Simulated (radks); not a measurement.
Results of a calculation; reference values are marked as such.
The phosphorus ion P3+, 12 electrons, occupied as [Ne] 3s2. Code: a radial shooting solver on a logarithmic mesh with Libxc functionals. Model: Dirac Kohn-Sham, Slater X-alpha with alpha = 0.558, spin-unpolarised, spherical densities, point nucleus.

Unscreened Slater integrals over Kohn-Sham orbitals (eV). Large and small components are both included.

\begin{tabular}{lr}
integral & value \\ \hline
F0(3s1/2,3s1/2) & 14.390 \\
F0(3s1/2,2p3/2) & 19.051 \\
G1(3s1/2,2p3/2) & 1.5294 \\
F0(3s1/2,2p1/2) & 19.060 \\
G1(3s1/2,2p1/2) & 1.5282 \\
F0(3s1/2,2s1/2) & 18.896 \\
G0(3s1/2,2s1/2) & 1.2198 \\
F0(2p3/2,2p3/2) & 51.043 \\
F2(2p3/2,2p3/2) & 23.465 \\
F0(2p3/2,2p1/2) & 51.163 \\
G2(2p3/2,2p1/2) & 23.480 \\
F0(2p3/2,2s1/2) & 48.619 \\
G1(2p3/2,2s1/2) & 28.874 \\
F0(2p1/2,2p1/2) & 51.285 \\
F0(2p1/2,2s1/2) & 48.718 \\
G1(2p1/2,2s1/2) & 28.873 \\
F0(2s1/2,2s1/2) & 47.035 \\
\end{tabular}
